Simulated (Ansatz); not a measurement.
`[OH][GeH]([F])[SiH2]Cl` + `O[SiH](F)F` → `[OH][GeH]([F])[F]` + `O[SiH](F)[SiH2]Cl`  (redistribution)

Isolated molecules relaxed with PBE0-D4/def2-TZVP in Ansatz; ΔE leaves out vibrations. CBS: MP2 limit from def2 TZ/QZ plus the TZ coupled-cluster correction, frozen cores. Functionals use def2-TZVPP. B3LYP here is the variant with VWN-RPA as its local correlation; programs differ in this. For Ge outer-core shells are correlated without core-valence functions, which leaves a few kJ/mol of doubt a bond. Scalar relativity is left out up to krypton. One conformer a species, not always the lowest.

| level | ΔE (eV) |
| --- | --- |
| PBE-D4 | 1.01 |
| PBE | 1.01 |
| PBE0 | 1.05 |
| B3LYP | 1.10 |
| SCS-MP2/def2-TZVPP | 1.09 |
| CCSD/def2-TZVPP | 1.10 |
| MP2/def2-QZVPP | 1.14 |
| SCS-MP2/def2-QZVPP | 1.11 |

(1) What does CCSD(T)/CBS give? (An estimate is asked.)

Largest T1 diagnostic among the species: 0.012.

Results:

(1) Ansatz gave: +1.13 eV. The listed levels differ from it by -0.12, -0.12, -0.08, -0.03, -0.04, -0.03, 0.01, -0.02 eV.

From PBE to PBE0 (25 % exact exchange), in def2-TZVPP and without D4, ΔE moves by +0.04 eV.
